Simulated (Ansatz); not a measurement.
All numbers were calculated with Ansatz.

A structure relaxed at PBE0-D4/def2-TZVP, charge 0, multiplicity 1:

| atom | x (Å) | y (Å) | z (Å) |
| --- | --- | --- | --- |
| O1 | -0.971 | 0.571 | -1.456 |
| Si2 | -0.828 | -0.230 | -0.051 |
| F3 | -1.618 | 0.506 | 1.121 |
| C4 | 0.966 | -0.321 | 0.483 |
| Cl5 | 1.700 | 1.304 | 0.317 |
| H6 | -0.439 | 1.364 | -1.559 |
| H7 | -1.430 | -1.564 | -0.236 |
| H8 | 1.542 | -1.003 | -0.143 |
| H9 | 1.078 | -0.626 | 1.524 |

Give its formula and SMILES.

CH4ClFOSi, `O[SiH](F)CCl`.

Summarise the bond lengths by kind.

1 × O–Si 1.624 Å; 1 × H–O 0.961 Å; 1 × F–Si 1.594 Å; 1 × C–Si 1.874 Å; 1 × H–Si 1.475 Å; 1 × C–Cl 1.791 Å; 2 × C–H 1.090 to 1.091 Å.
